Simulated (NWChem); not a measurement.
A series in which one site is exchanged, each optimised at PBE0/def2-SVP with NWChem, gas phase unless a solvent is named. This build's default masses of Se (78.918 u) and Br (79.917 u) are each other's, which moves their modes by up to 0.6 %. For some, no frequency run checked for a minimum. def2 effective core potentials on I; no spin-orbit coupling.

A: [Br][Zn][Br] (ZnBr₂; site = Br)
B: [Br][Zn][I] (ZnIBr; site = I)
C: [Cl][Zn][Br] (ZnBrCl; site = Cl)
D: [Zn]([Br])[F] (ZnBrF; site = F)

```csv
quantity,A,B,C,D
"dipole (D), PBE0/def2-SVP",0.05,0.39,0.26,(withheld)
"orbital gap (eV), PBE0/def2-SVP",6.72,6.15,6.92,(withheld)
"vertical ionisation energy, ΔSCF, CAM-B3LYP/def2-SVP (eV)",10.77,10.18,11.02,(withheld)
"lowest singlet excitation, CAM-B3LYP/def2-SVPD, TDA (eV)",5.48,4.95,5.65,(withheld)
```

What belongs in the gaps?


- dipole (D), PBE0/def2-SVP, D: 0.57
- orbital gap (eV), PBE0/def2-SVP, D: 6.97
- vertical ionisation energy, ΔSCF, CAM-B3LYP/def2-SVP (eV), D: 11.33
- lowest singlet excitation, CAM-B3LYP/def2-SVPD, TDA (eV), D: 5.64
